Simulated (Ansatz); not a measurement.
BrClHOSi, SMILES `O[Si](Cl)Br` radical. The species carries charge 0 and has multiplicity 2.

Cartesian coordinates in Å:
```
O 0.0222 0.1300 -1.2256
Si -0.4189 0.3404 0.3329
Cl -0.4324 -1.4841 1.2929
Br 1.0644 1.7062 1.2499
H -0.2353 -0.6925 -1.6501
```

List the harmonic frequencies (cm⁻¹, unscaled) at PBE0-D4/def2-TZVP in Ansatz. (Best estimate.)

Computed: 134, 138, 239, 275, 421, 537, 795, 923, 3892.

Is this a minimum?

Yes, all 9 modes are real.

Give the ideal-gas thermochemistry at 298.15 K and 1 bar (rigid rotor, harmonic oscillator; point group C1, symmetry number 1).

Zero-point energy 44.0 kJ/mol; H(298) − E = 61.5 kJ/mol; entropy 341.0 J/(mol·K), of which translation 172.2, rotation 117.5, vibration 45.6, electronic 5.8; G(298) − E = -40.1 kJ/mol.

And at 400, 500, 600, 800 and 1000 K?


| T (K) | H − E (kJ/mol) | S (J/mol/K) | G − E (kJ/mol) |
| --- | --- | --- | --- |
| 400 | 70.0 | 365.4 | -76.2 |
| 500 | 78.8 | 385.1 | -113.7 |
| 600 | 88.0 | 401.7 | -153.1 |
| 800 | 106.8 | 428.8 | -236.3 |
| 1000 | 126.2 | 450.5 | -324.3 |

Rotational constants (cm⁻¹)?

0.155, 0.04922, 0.03889.
